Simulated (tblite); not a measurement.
Species: C4H8FSSi2 (doublet state).
Cartesian coordinates in Å at the GFN2-xTB level; atoms count from 1:
```xyz
16
C4H8FSSi2 angstrom
C     -3.1903    0.1959    0.6758
C     -1.8988   -0.0056    0.2931
C     -1.3120    0.1244   -0.9733
C      0.1110   -0.2335   -0.7734
S      1.2604    1.1688   -1.2147
Si     3.1242    0.3089   -0.6379
Si    -0.2691   -0.5557    1.0932
F      0.4283    0.4717    2.1209
H     -3.9330    0.5307   -0.0293
H     -3.5063    0.0424    1.6916
H     -1.7588    0.4675   -1.8896
H      0.4561   -1.0601   -1.3964
H      3.2802   -0.9500   -1.3657
H      3.1057    0.0485    0.7971
H      4.0970    1.3092   -1.0379
H     -0.0021   -1.8544    1.6767
```

Calculated harmonic vibrations of the isolated species, GFN2-xTB (tblite), most abundant isotopes, no scaling. Errors from tens to a few hundred cm⁻¹ against measured bands are possible. Modes of hydrogen on silicon can be 10 to 20 % off. One conformer, not necessarily the lowest. Open shells enter through the occupations alone, without spin polarisation, and single modes of such species can be off by tens of per cent.

Harmonic wavenumbers (cm⁻¹): 39.8, 59.7, 88.0, 102.4, 130.1, 134.4, 220.5, 281.0, 317.6, 384.6, 490.7, 502.3, 524.7, 535.4, 542.0, 552.4, 584.8, 627.2, 676.9, 701.1, 737.9, 759.4, 777.2, 783.5, 797.1, 853.0, 965.4, 995.0, 1108.7, 1126.7, 1196.8, 1280.7, 1397.1, 1505.7, 2265.4, 2306.1, 2368.6, 2383.0, 2914.1, 3094.3, 3112.6, 3139.3.

A = 2223, B = 767.5, C = 632.6 MHz; mass 162.987 u (most abundant isotopes); point group C1, symmetry number 1; spin multiplicity 2.

**Question.** Zero-point energy?

**Answer.** Half the sum of the wavenumbers: 21682 cm⁻¹ = 61.99 kcal/mol.

**Question.** What is S at 298.15 K and 1 bar for an ideal gas of classical rigid rotors and harmonic oscillators?

**Answer.** Translation 41.20, rotation 30.08, vibration 35.39, spin (R ln 2) 1.38: S = 108.0 cal/(mol K).

**Question.** And Cp and H(298.15 K) − H(0)?

**Answer.** Cp = 43.18 cal/(mol K), of which vibrations give 35.24 (their classical limit is 42 R = 83.5); H(298.15 K) − H(0) = 7.81 kcal/mol without the zero-point energy, 5.44 from vibrations.

**Question.** Blend soft modes into free rotors: weight 1/[1 + (100 cm⁻¹/ν̃)⁴] for the oscillator and the rest for a rotor with moment μB/(μ + B), μ = h/(8π²ν), B = 10⁻⁴⁴ kg m². What vibrational entropy results?

**Answer.** 32.08 cal/(mol K) in place of 35.39, which changes −T·S at 298.15 K by +0.99 kcal/mol.

**Question.** Which modes carry the vibrational entropy at 298.15 K?

**Answer.** 39.8 cm⁻¹: 5.27; 59.7 cm⁻¹: 4.47; 88.0 cm⁻¹: 3.70; 102.4 cm⁻¹: 3.41; 130.1 cm⁻¹: 2.94; 134.4 cm⁻¹: 2.88 cal/(mol K); the other 36 give 12.71 together.

Hindered rotation and anharmonicity are outside this model. Other conformers, if any are populated, would add a mixing term that is left out. The structure is chiral; the term R ln 2 for an equal mix with its mirror image is left out.
